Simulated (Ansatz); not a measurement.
`[BH2][GeH2][O][SiH2]F` → `O[B](F)[GeH2][SiH3]`  (isomerisation)

Gas-phase electronic energies from Ansatz, PBE0-D4/def2-TZVP geometries. CCSD(T)/CBS adds triple-zeta CCSD(T) − MP2 to the extrapolated MP2 energy (def2 sets, frozen cores). Functionals use def2-TZVPP. B3LYP here is the variant with VWN-RPA as its local correlation; programs differ in this. For Ge outer-core shells are correlated without core-valence functions, which leaves a few kJ/mol of doubt a bond. Scalar relativity is left out up to krypton. One conformer a species, not always the lowest.

```
             level  ΔE (kJ/mol)  difference from CCSD(T)/CBS
            PBE-D4        -82.6                        -44.8
         r2SCAN-D4        -56.8                        -19.0
          B3LYP-D4        -45.9                         -8.1
           ωB97X-V        -41.6                         -3.8
            B2PLYP        -37.6                          0.2
               PBE        -82.4                        -44.6
            r2SCAN        -56.8                        -19.0
             B3LYP        -45.5                         -7.7
    MP2/def2-TZVPP        -33.7                          4.1
SCS-MP2/def2-TZVPP        -21.6                         16.2
   CCSD/def2-TZVPP        -33.8                          4.0
CCSD(T)/def2-TZVPP        -40.7                         -2.9
    MP2/def2-QZVPP        -30.2                          7.6
SCS-MP2/def2-QZVPP        -18.1                         19.7
      HF/CBS(def2)          9.5                         47.3
     MP2/CBS(def2)        -30.8                          7.0
       CCSD(T)/CBS        -37.8                            0
```

Largest T1 diagnostic among the species: 0.013.

From PBE to PBE0 (25 % exact exchange), in def2-TZVPP and without D4, ΔE moves by +13.2 kJ/mol. In def2-TZVPP, CCSD(T) changes the Hartree–Fock value by −44.3 kJ/mol (the triples alone add −7.0 kJ/mol) and MP2 by −37.2 kJ/mol.
